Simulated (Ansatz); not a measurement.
Diatomic MoH+, multiplicity 5 (lowest of 2S+1 = 1, 3, 5, 7, 9 at CCSD(T)/def2-TZVPP on PBE0 minima; our sources give no spin for the ground state, which may be another). No spin–orbit coupling.

Constants: fifth-degree fit in 1/R to seven points, most abundant isotopes. Runs in def2 and cc sets follow the lowest solution found near the PBE0 minimum.

The values were computed with Ansatz (a program for electronic structure) with Gaussian orbitals.  In def2 rows elements past Kr take small-core potentials, without spin–orbit coupling.

Energies at SVWN5/def2-TZVPP:

```
R (Å)      E (hartree)
--------  ------------
1.548855  -68.22989337
1.590491  -68.23248616
1.628796  -68.23379354
1.672097  -68.23421770
1.715398  -68.23370062
1.765361  -68.23214141
1.823651  -68.22928304
```

Problem. With a reduced mass of 0.9976 u, find the minimum, the force constant and the constants.

Solution. A fifth-degree polynomial in 1/R puts the minimum at r_e = 1.6687 Å with force constant 222 N/m. Then ω_e = (1/2πc)√(k/μ) = 1942 cm⁻¹ and B_e = h/(8π²cμr_e²) = 6.069 cm⁻¹; the cubic and quartic terms give α_e = 0.15 and ω_e x_e = 32 cm⁻¹.
